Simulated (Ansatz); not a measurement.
Basis sets compared for the cluster Al₂S₃. Total charge 0; singlet. Geometry PBE-D4/def2-SVP. Ansatz on 4 threads of Arm Neoverse V1 on a shared host; times are rough, and most runs start from earlier orbitals.

Cartesian coordinates in Å:
```
Al 1.067 0.093 1.233
Al -1.342 0.179 -0.913
S 2.926 -0.688 1.347
S -0.951 0.938 1.106
S -1.699 -0.522 -2.774
```

The structure comes from a short search, and lower isomers may exist.

Binding counts from free atoms (Al doublet, S triplet) in the same basis, without a counterpoise term.

| level | functions | energy (Eh) | HOMO (eV) | LUMO (eV) | binding per atom (eV) | wall time |
| --- | --- | --- | --- | --- | --- | --- |
| HF/STO-3G | 45 | -1657.5842 | -4.80 | 6.80 | 2.59 | 0.15 s |
| HF/6-31G | 65 | -1676.3539 | -10.15 | -1.01 | 1.26 | 0.3 s |
| HF/def2-TZVP | 185 | -1676.6159 | -9.81 | -0.40 | 1.97 | 1.6 s |
| PBE-D4/def2-SVP | 90 | -1678.2745 | -6.30 | -3.90 | 3.21 | 0.75 s |
| PBE-D4/def2-TZVP (with forces) | 185 | -1678.8592 | -6.37 | -3.97 | 3.21 | 1.7 s |
| r2SCAN-D4/def2-TZVP | 185 | -1679.4977 | -6.63 | -3.79 | 3.19 | 3.8 s |
| PBE0-D4/def2-SVP | 90 | -1678.4089 | -7.41 | -3.25 | 3.08 | 0.95 s |
| PBE0-D4/def2-TZVP | 185 | -1678.9879 | -7.44 | -3.27 | 3.10 | 2.9 s |

Problem. Estimate the rows for PBE-D4/def2-TZVPD, r2SCAN-D4/def2-TZVPD, PBE0-D4/def2-TZVPD.

Solution. 
```json
{"level": "PBE-D4/def2-TZVPD", "functions": "224", "energy (Eh)": "-1678.8608", "HOMO (eV)": "-6.41", "LUMO (eV)": "-4.02", "binding per atom (eV)": "3.20", "wall time": "2.8 s"}
{"level": "r2SCAN-D4/def2-TZVPD", "functions": "224", "energy (Eh)": "-1679.4990", "HOMO (eV)": "-6.64", "LUMO (eV)": "-3.81", "binding per atom (eV)": "3.19", "wall time": "5.5 s"}
{"level": "PBE0-D4/def2-TZVPD", "functions": "224", "energy (Eh)": "-1678.9893", "HOMO (eV)": "-7.46", "LUMO (eV)": "-3.32", "binding per atom (eV)": "3.10", "wall time": "4 s"}
```
